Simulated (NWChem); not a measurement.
# CH2FNO2Si; SMILES N#CO[Si@@H](O)F

```xyz
8

N     -0.2549     2.9245    -0.1014
C      0.1537     1.8467     0.0695
O      0.6502     0.6695     0.2811
Si     0.0086    -0.7780    -0.3359
O      0.9815    -1.9673     0.1947
F     -1.4768    -0.8711     0.2427
H      0.0014    -0.7629    -1.7985
H      1.1719    -2.0497     1.1401
```
Atoms are numbered in this order, from 1.

All runs use the structure optimised with B3LYP/6-31G* (spherical d).

Task: Give the principal values of the shielding tensors (ppm) of N1, C2, O3, Si4, O5 from LDA (Slater exchange, VWN5)/pcSseg-1, GIAO (NWChem), with their diamagnetic and paramagnetic parts as GIAO splits them.

Result: 
```
atom    σ11    σ22    σ33  isotropic  diamagnetic  paramagnetic
----  -----  -----  -----  ---------  -----------  ------------
N1    -84.4  -53.7  330.9       64.3        335.7        -271.4
C2    -44.3  -40.3  287.1       67.5        258.4        -190.9
O3    192.7  205.5  307.2      235.1        397.0        -161.9
Si4   331.4  373.8  401.1      368.8        881.8        -513.0
O5    218.5  264.7  313.9      265.7        389.3        -123.6
```
